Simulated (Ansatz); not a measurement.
Cost and result for the atomization energy of C3H10SSi, SMILES `CC(C)S[SiH3]` (15 atoms, 14 bonds).

Cartesian coordinates in Å:
```
C 1.040 -0.271 0.985
C 0.470 0.212 -0.334
C 1.291 1.340 -0.931
S -1.254 0.832 -0.154
Si -2.315 -0.982 0.143
H 1.055 0.541 1.716
H 2.066 -0.624 0.843
H 0.457 -1.091 1.407
H 0.429 -0.617 -1.047
H 2.324 1.010 -1.078
H 0.890 1.660 -1.893
H 1.305 2.204 -0.261
H -3.754 -0.628 0.077
H -2.031 -1.625 1.455
H -1.972 -1.960 -0.926
```

Charge 0, multiplicity 1. All single points use the PBE0-D4/def2-TZVP geometry. It is one conformer, not always the lowest. Program: Ansatz. All runs use 2 threads of an AMD EPYC 7R13 on a shared host and a share of an NVIDIA H100 80 GB. Times are those of one run each, without the atoms' runs, and a repeat can differ threefold. Electronic energies, without spin–orbit coupling; frozen cores. CCSD(T)/CBS adds CCSD(T) − MP2 in def2-TZVPP to the MP2 limit, and its time is that of the two runs behind it. T1 = 0.010. B3LYP takes the VWN-RPA correlation (the form of Gaussian; ORCA's B3LYP/G).

CCSD(T)/CBS is a level of theory with its own doubt, some kJ/mol a heavy atom from the limit and from the frozen cores, so smaller differences don't rank the functionals.

```tsv
level	functions	wall time
PBE0-D4/def2-TZVPP	317	1.9 s
PBE-D4/def2-TZVPP (with forces)	317	2.6 s
B2PLYP/def2-TZVPP	317	2.6 s
ωB97X-V/def2-TZVPP	317	2.8 s
r2SCAN-D4/def2-TZVPP (with forces)	317	2.8 s
B3LYP-D4/def2-TZVPP (with forces)	317	3.2 s
ωB97M-V/def2-TZVPP (with forces)	317	3.6 s
MP2/def2-QZVPP	611	4 s
CCSD(T)/def2-TZVPP	317	4.7 s
CCSD(T)/CBS(def2)	–	8.8 s
```

(1) What atomization energy does each give, and how far from CCSD(T)/CBS? (Estimate.)

## Answers

(1) The calculation gave: 
```json
{"level": "PBE0-D4/def2-TZVPP", "atomization (kcal/mol)": "1292.1", "difference from CCSD(T)/CBS": "1.5", "per bond": "0.1"}
{"level": "PBE-D4/def2-TZVPP (with forces)", "atomization (kcal/mol)": "1302.4", "difference from CCSD(T)/CBS": "11.8", "per bond": "0.8"}
{"level": "B2PLYP/def2-TZVPP", "atomization (kcal/mol)": "1273.6", "difference from CCSD(T)/CBS": "-17.0", "per bond": "-1.2"}
{"level": "ωB97X-V/def2-TZVPP", "atomization (kcal/mol)": "1294.6", "difference from CCSD(T)/CBS": "4.0", "per bond": "0.3"}
{"level": "r2SCAN-D4/def2-TZVPP (with forces)", "atomization (kcal/mol)": "1291.9", "difference from CCSD(T)/CBS": "1.3", "per bond": "0.1"}
{"level": "B3LYP-D4/def2-TZVPP (with forces)", "atomization (kcal/mol)": "1289.0", "difference from CCSD(T)/CBS": "-1.6", "per bond": "-0.1"}
{"level": "ωB97M-V/def2-TZVPP (with forces)", "atomization (kcal/mol)": "1293.8", "difference from CCSD(T)/CBS": "3.2", "per bond": "0.2"}
{"level": "MP2/def2-QZVPP", "atomization (kcal/mol)": "1284.8", "difference from CCSD(T)/CBS": "-5.8", "per bond": "-0.4"}
{"level": "CCSD(T)/def2-TZVPP", "atomization (kcal/mol)": "1260.6", "difference from CCSD(T)/CBS": "-30.0", "per bond": "-2.1"}
{"level": "CCSD(T)/CBS(def2)", "atomization (kcal/mol)": "1290.6", "difference from CCSD(T)/CBS": "0.0", "per bond": "0.0"}
```

In def2-TZVPP, CCSD(T) changes the Hartree–Fock value by +287.5 kcal/mol (the triples alone add +15.1 kcal/mol) and MP2 by +294.1 kcal/mol; breaking electron pairs costs correlation energy, which Hartree–Fock lacks. From PBE to PBE0 (25 % exact exchange), in def2-TZVPP and without D4, the atomization energy moves by −9.1 kcal/mol: exact exchange takes away binding that semilocal exchange gives to molecules. The D4 term adds +13.4 kcal/mol with B3LYP and +7.1 kcal/mol with PBE0; it sums over pairs of atoms, weighted by their polarisabilities, and B3LYP, whose exchange is more repulsive, gets the larger term.
